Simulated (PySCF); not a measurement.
## Radial density of La⁺ (lanthanum, charge +1)

UHF, [Xe] 4f1 5d1, one real determinant (an excited configuration). All numbers are calculated (PySCF 2.14, the spin-free X2C one-electron Hamiltonian (Gaussian nucleus), in x2c-TZVPPall).

| r (bohr) | 4πr²ρ (e/bohr) | 4πr²(ρα − ρβ) |
| --- | --- | --- |
| 0.0284 | 66.66 | -0.0010 |
| 0.0477 | 75.37 | -0.0018 |
| 0.0802 | 97.77 | 0.0022 |
| 0.135 | 71.68 | 0.0122 |
| 0.227 | 84.04 | 0.0109 |
| 0.382 | 34.53 | 0.1307 |
| 0.642 | 34.63 | 0.5129 |
| 1.08 | 11.86 | 0.5345 |
| 1.82 | 6.106 | 0.5638 |
| 3.06 | 1.149 | 0.4413 |
| 5.14 | 0.1091 | 0.1037 |
| 8.65 | 0.001930 | 0.0019 |

Densities and radii are taken from the X2C orbitals without a picture-change correction, which distorts them close to the nucleus.

⟨L²⟩ = 17.77 against 30 for a pure H term, so this real determinant mixes terms. Spin-orbit coupling, absent here, splits the open shell strongly.
